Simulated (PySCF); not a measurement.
Correlation energy of Eu²⁺ (europium, charge +2)

[Xe] 4f6 6p1, one real determinant (an excited configuration). All numbers are calculated (PySCF 2.14, scalar relativity by spin-free X2C-1e, in cc-pVDZ-X2C (8s7p5d3f1g, 84 functions)). Frozen: [Kr] 4d10; 15 electrons correlated.

| level | correlation energy (mhartree) |
| --- | --- |
| CCSD | -364.79 |
| (T) | -9.97 |
| CCSD(T) | -374.76 |

Diagnostics: T1 = 0.0091, D1 = 0.0324, largest double amplitude 0.031.

The real determinant used has ⟨L²⟩ near 14 against 20 for a pure G term, so it mixes terms. Spin-orbit coupling, absent here, splits the open shell strongly.

Cost of the coupled-cluster step: about 30 core-seconds, for 15 correlated electrons.

The reference is one real determinant that mixes LS terms of this configuration.
